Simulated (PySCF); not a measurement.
**¹⁹F chemical shifts**

- GFN2-xTB structure
- NMR shieldings at PBE0/pcSseg-1/GIAO
- run in PySCF 2.14
- in vacuum, non-relativistic, equivalent nuclei averaged, a single conformation

Shieldings were converted by a linear fit to measured shifts: ¹⁹F (scatter 6.0 ppm rms, 7.0 ppm with the 5 outliers that the fit left out vs CFCl3, solution or neat liquid, with a term for F on sp3 carbon). Occasional misses reach two or three times the rms, and more in compound classes unlike the fitted ones.

Task: Give the ¹⁹F shifts of `CC(C)[P@@](=O)(O)CC(F)(F)F`, `FC1O[C@@H](F)[C@H](F)O1`.

Result: 
```json
{"compound": "CC(C)[P@@](=O)(O)CC(F)(F)F", "environment": "fluorine of a CF3 group (×3)", "δ (ppm)": "-59.7"}
{"compound": "[F:1][CH:2]1[O:3][C@@H:4]([F:5])[C@H:6]([F:7])[O:8]1", "environment": "F1: fluorine on an sp3 carbon", "δ (ppm)": "-66.3"}
{"compound": "[F:1][CH:2]1[O:3][C@@H:4]([F:5])[C@H:6]([F:7])[O:8]1", "environment": "F7: fluorine on an sp3 carbon", "δ (ppm)": "-129.7"}
{"compound": "[F:1][CH:2]1[O:3][C@@H:4]([F:5])[C@H:6]([F:7])[O:8]1", "environment": "F5: fluorine on an sp3 carbon", "δ (ppm)": "-133.9"}
```

Task: Match the shifts 11.3, -63.8, -74.7, -85.0, -182.2, -223.8 ppm to `C=C([SiH3])/C=C/OC(F)F`, `CCC[C@H](CC)C(=O)F`, `C#Cc1ccccc1C(F)(F)F`, `C[C@@H]1OC(C)(C)C[C@@H]1F`, `O=COCC(F)(F)F`, `FC[C@H]1CCCOCC1`.

Result: 11.3: CCC[C@H](CC)C(=O)F (fluorine bonded to C); -63.8: C#Cc1ccccc1C(F)(F)F (fluorine of a CF3 group); -74.7: O=COCC(F)(F)F (fluorine of a CF3 group); -85.0: C=C([SiH3])/C=C/OC(F)F (fluorine of a CF2 group); -182.2: C[C@@H]1OC(C)(C)C[C@@H]1F (fluorine on an sp3 carbon); -223.8: FC[C@H]1CCCOCC1 (fluorine on an sp3 carbon).
